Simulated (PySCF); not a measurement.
H$_{3}$Cl$_{3}$OSiTi, charge -1, doublet, geometry from GFN2-xTB (such geometries of metal compounds can be far from the true shape) (the multiplicity is a formal guess) (in this run its highest filled SCF level lies above zero, so its values depend strongly on the basis, on diffuse functions most of all); DF-M06/def2-SVP in PySCF.

The PySCF input:
```python
from pyscf import gto, scf, dft

mol = gto.Mole()
mol.atom = '''
    Ti   -0.11069724    0.32179312    0.06128538
    Cl   -0.70478504    2.38499021    0.56127058
    Cl    0.45471247   -0.47882559    2.04516136
    Cl   -1.99350398   -0.51031343   -0.75586738
    O     1.17690581   -0.21124806   -1.06478308
    Si    1.79432441   -1.63489588   -1.40589071
    H     2.92879206   -1.92522186   -0.50233558
    H     2.29855010   -1.56440435   -2.79422244
    H     0.81301047   -2.74076625   -1.31058305
'''
mol.basis = 'def2-svp'
mol.charge = -1
mol.spin = 1
mol.verbose = 3
mol.build()

mf = dft.UKS(mol)
mf.xc = 'm06'
mf.grids.atom_grid = (75, 302)
mf = mf.density_fit(auxbasis='def2-universal-jkfit')
mf.kernel()
mf.analyze()
```

**Question.** Write the output that PySCF gives for this input, abridged.

**Answer.** 
```
converged SCF energy = -2596.13245725233  <S^2> = 0.7543077  2S+1 = 2.0043031
**** MO energy ****
                             alpha | beta                alpha | beta
MO #1   energy= -178.931744401761  | -178.931769113608  occ= 1 | 1
MO #2   energy= -101.46248484332   | -101.46250013651   occ= 1 | 1
MO #3   energy= -101.461324605285  | -101.461310084687  occ= 1 | 1
MO #4   energy= -101.459258736858  | -101.459244667046  occ= 1 | 1
MO #5   energy= -66.1392369154365  | -66.1392057051446  occ= 1 | 1
MO #6   energy= -19.9242507371044  | -19.9157971788188  occ= 1 | 1
MO #7   energy= -19.0454468196892  | -19.0457040750995  occ= 1 | 1
MO #8   energy= -16.5723205284484  | -16.5683792981628  occ= 1 | 1
MO #9   energy= -16.5687504977257  | -16.5609020031179  occ= 1 | 1
MO #10  energy= -16.562624987262   | -16.549747385748   occ= 1 | 1
MO #11  energy= -9.38066952284724  | -9.38069334998584  occ= 1 | 1
MO #12  energy= -9.37895273246226  | -9.37893371035118  occ= 1 | 1
MO #13  energy= -9.37686010552125  | -9.37684206846584  occ= 1 | 1
MO #14  energy= -7.09045910751882  | -7.09067169893878  occ= 1 | 1
MO #15  energy= -7.08883205314901  | -7.0890928493247   occ= 1 | 1
MO #16  energy= -7.087975754271    | -7.08808430539913  occ= 1 | 1
MO #17  energy= -7.08778518293856  | -7.08757125575079  occ= 1 | 1
MO #18  energy= -7.0868052536156   | -7.08706307504208  occ= 1 | 1
MO #19  energy= -7.08642652302077  | -7.08651602769228  occ= 1 | 1
MO #20  energy= -7.08600731666658  | -7.08555247950602  occ= 1 | 1
MO #21  energy= -7.08423797023171  | -7.08432487595145  occ= 1 | 1
MO #22  energy= -7.08395671440826  | -7.08351272131894  occ= 1 | 1
MO #23  energy= -5.25972447431239  | -5.25969936758994  occ= 1 | 1
MO #24  energy= -3.58241252605504  | -3.58236227472652  occ= 1 | 1
MO #25  energy= -3.5804689612757   | -3.58044235184517  occ= 1 | 1
MO #26  energy= -3.58034344171538  | -3.58031652564471  occ= 1 | 1
MO #27  energy= -2.26337621152879  | -2.23363383506033  occ= 1 | 1
MO #28  energy= -1.37393930607078  | -1.3503684030452   occ= 1 | 1
MO #29  energy= -1.35951393984054  | -1.32844328253941  occ= 1 | 1
MO #30  energy= -1.35328736944609  | -1.30080278799741  occ= 1 | 1
MO #31  energy= -0.831109108022347 | -0.830962992961913 occ= 1 | 1
MO #32  energy= -0.631614351680561 | -0.631385900427669 occ= 1 | 1
MO #33  energy= -0.623672378401961 | -0.623317867209188 occ= 1 | 1
MO #34  energy= -0.621591070940139 | -0.621224143753506 occ= 1 | 1
MO #35  energy= -0.412375768362367 | -0.411919288978556 occ= 1 | 1
MO #36  energy= -0.287481231517445 | -0.286307623976208 occ= 1 | 1
MO #37  energy= -0.267940393890019 | -0.266740775958005 occ= 1 | 1
MO #38  energy= -0.266055629803274 | -0.265709054062139 occ= 1 | 1
MO #39  energy= -0.200714226934478 | -0.198924780408269 occ= 1 | 1
MO #40  energy= -0.193568274863571 | -0.191550066480615 occ= 1 | 1
MO #41  energy= -0.191562154223148 | -0.190698132292221 occ= 1 | 1
MO #42  energy= -0.180737947290638 | -0.17724853240554  occ= 1 | 1
MO #43  energy= -0.179412581922468 | -0.176472430178809 occ= 1 | 1
MO #44  energy= -0.170966903806987 | -0.1693824804613   occ= 1 | 1
MO #45  energy= -0.167388490001112 | -0.164747776222673 occ= 1 | 1
MO #46  energy= -0.164973013543787 | -0.158295468326818 occ= 1 | 1
MO #47  energy= -0.140754962859842 | -0.140128550644268 occ= 1 | 1
MO #48  energy= -0.13964189440034  | -0.138810681052657 occ= 1 | 1
MO #49  energy= -0.130712812259882 | -0.130256384531091 occ= 1 | 1
MO #50  energy= 0.000590594570339054 | 0.10373441397027   occ= 1 | 0
MO #51  energy= 0.103908305964356  | 0.134847789166568  occ= 0 | 0
MO #52  energy= 0.116116373781058  | 0.158689774472394  occ= 0 | 0
MO #53  energy= 0.134850275141361  | 0.161671017983867  occ= 0 | 0
MO #54  energy= 0.138443363167299  | 0.164253897110978  occ= 0 | 0
MO #55  energy= 0.158685434276014  | 0.168935155645864  occ= 0 | 0
MO #56  energy= 0.182482246426177  | 0.184568235340949  occ= 0 | 0
MO #57  energy= 0.223977719641552  | 0.225295089233825  occ= 0 | 0
MO #58  energy= 0.231267251147781  | 0.232447600295423  occ= 0 | 0

To work with the spin densities directly, `use mulliken_meta_spin()` only printing them here.

 ** Mulliken spin pop alpha/beta on meta-lowdin orthogonal AOs **
 ** Mulliken Spin Density (per atom)  **
spin density of  0 Ti =      0.99830
spin density of  1 Cl =     -0.00450
spin density of  2 Cl =      0.00294
spin density of  3 Cl =      0.00253
spin density of  4 O =     -0.00955
spin density of  5 Si =      0.00813
spin density of  6 H =     -0.00059
spin density of  7 H =      0.00033
spin density of  8 H =      0.00242
 ** Mulliken pop alpha/beta on meta-lowdin orthogonal AOs **
 ** Mulliken atomic charges   ( Nelec_alpha | Nelec_beta ) **
charge of  0Ti =      1.04868  (    10.97481      9.97651 )
charge of  1Cl =     -0.51268  (     8.75409      8.75859 )
charge of  2Cl =     -0.51795  (     8.76044      8.75751 )
charge of  3Cl =     -0.52062  (     8.76157      8.75905 )
charge of  4O =     -0.80512  (     4.39778      4.40734 )
charge of  5Si =      0.77367  (     6.61723      6.60910 )
charge of  6H =     -0.15480  (     0.57710      0.57770 )
charge of  7H =     -0.16303  (     0.58168      0.58135 )
charge of  8H =     -0.14815  (     0.57529      0.57287 )

WARN: System has nonzero charge -1; the dipole moment is origin-dependent.
Location of origin: [0. 0. 0.]

Dipole moment(X, Y, Z, Debye):  1.70176, -1.03312, -1.33353
```
